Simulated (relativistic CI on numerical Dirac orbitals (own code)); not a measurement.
## Co3+ in a cubic cluster: 2p photoemission with charge transfer

Computed with a charge-transfer multiplet model of a cubic metal-ligand cluster with up to 2 ligand holes, Slater and spin-orbit integrals from Dirac-Coulomb-Breit ions, Slater integrals scaled by 0.8. The ground state mixes d6 with configurations of k ligand holes L, whose averages lie at kΔ + k(k − 1)U_dd/2; a core hole lowers each added d electron by U_cd. 300 K, Lorentzian 0.6 eV and Gaussian 0.8 eV FWHM.

Atomic integrals in eV (Slater integrals scaled, ζ unscaled), ground: F2dd 10.085, F4dd 6.299, zeta_d 0.071; with the core hole: F2dd 11.456, F4dd 7.196, zeta_d 0.102, zeta_core 9.658, F2cd 6.863, G1cd 5.283, G3cd 3.006.

Cluster parameters (eV): Δ = -0.6, U_cd = 7.7, 10Dq = 0.75, 10Dq(ligand) = 0.6, V(eg) = 3.45, V(t2g) = -1.84, final-state hopping factor = 1.

```csv
Case,n_d,d6,d7L,d8L2,S
U_dd = 6.1 eV,6.92,0.26,0.56,0.18,0.05
U_dd = 7.5 eV,6.88,0.27,0.57,0.16,0.06
U_dd = 8.2 eV,6.86,0.28,0.57,0.15,0.06
```

Weights, n_d and S are thermal averages at 300 K. Binding energies count from the first peak over 30 % of the highest in each spectrum, which can be another peak from case to case. The parameters are a model scan and need not match a compound or its usual spin state. Peaks in eV (height, largest 100):
- U_dd = 6.1 eV: 0.0 (100), 2.9 (15), 15.3 (47)
- U_dd = 7.5 eV: 0.0 (100), 2.9 (15), 15.2 (46)
- U_dd = 8.2 eV: 0.0 (100), 2.9 (15), 15.2 (46)

Curve for U_dd = 7.5 eV (points under 2 left out, the grid thinned):

```json
{"E (eV)": "-2.9", "Intensity": "2.1"}
{"E (eV)": "-2.3", "Intensity": "3.3"}
{"E (eV)": "-1.8", "Intensity": "5.5"}
{"E (eV)": "-1.2", "Intensity": "14.3"}
{"E (eV)": "-0.7", "Intensity": "43.7"}
{"E (eV)": "-0.1", "Intensity": "99.1"}
{"E (eV)": "0.4", "Intensity": "70.9"}
{"E (eV)": "1.0", "Intensity": "23.4"}
{"E (eV)": "1.6", "Intensity": "13.8"}
{"E (eV)": "2.1", "Intensity": "12.9"}
{"E (eV)": "2.7", "Intensity": "14.9"}
{"E (eV)": "3.2", "Intensity": "14.0"}
{"E (eV)": "3.8", "Intensity": "8.3"}
{"E (eV)": "4.3", "Intensity": "6.4"}
{"E (eV)": "4.9", "Intensity": "5.9"}
{"E (eV)": "5.5", "Intensity": "5.6"}
{"E (eV)": "6.0", "Intensity": "4.7"}
{"E (eV)": "6.6", "Intensity": "3.1"}
{"E (eV)": "7.1", "Intensity": "2.4"}
{"E (eV)": "7.7", "Intensity": "2.1"}
{"E (eV)": "8.6", "Intensity": "2.1"}
{"E (eV)": "9.2", "Intensity": "2.2"}
{"E (eV)": "9.7", "Intensity": "2.1"}
{"E (eV)": "10.3", "Intensity": "2.0"}
{"E (eV)": "12.0", "Intensity": "2.4"}
{"E (eV)": "12.5", "Intensity": "3.6"}
{"E (eV)": "13.1", "Intensity": "6.1"}
{"E (eV)": "13.6", "Intensity": "8.1"}
{"E (eV)": "14.2", "Intensity": "13.5"}
{"E (eV)": "14.7", "Intensity": "30.5"}
{"E (eV)": "15.3", "Intensity": "45.6"}
{"E (eV)": "15.9", "Intensity": "28.8"}
{"E (eV)": "16.4", "Intensity": "23.3"}
{"E (eV)": "17.0", "Intensity": "17.2"}
{"E (eV)": "17.5", "Intensity": "13.6"}
{"E (eV)": "18.1", "Intensity": "7.8"}
{"E (eV)": "18.6", "Intensity": "4.3"}
{"E (eV)": "19.2", "Intensity": "2.7"}
{"E (eV)": "19.8", "Intensity": "2.1"}
{"E (eV)": "28.9", "Intensity": "2.4"}
{"E (eV)": "29.5", "Intensity": "3.5"}
{"E (eV)": "30.0", "Intensity": "4.3"}
{"E (eV)": "30.6", "Intensity": "3.2"}
{"E (eV)": "31.1", "Intensity": "2.3"}
{"E (eV)": "31.7", "Intensity": "2.0"}
```

For the case U_dd = 6.1 eV, Δ = -0.6 eV is smaller than U_dd = 6.1 eV, the charge-transfer side of the Zaanen-Sawatzky-Allen scheme (negative Δ: between configuration averages a ligand hole costs less than the nominal valence; multiplet and field energies can change this for the lowest states). With the core hole the average of the configuration with one ligand hole lies at Δ − U_cd = -8.3 eV before mixing: it lies below the unscreened one, so the lowest final states are mostly screened and the unscreened weight appears at higher binding energy as a satellite.

With at most 2 ligand holes the space is cut while the next configuration still counts, so covalency is underestimated, and a final configuration with one more ligand hole, which can lie low, is missing from the spectra.
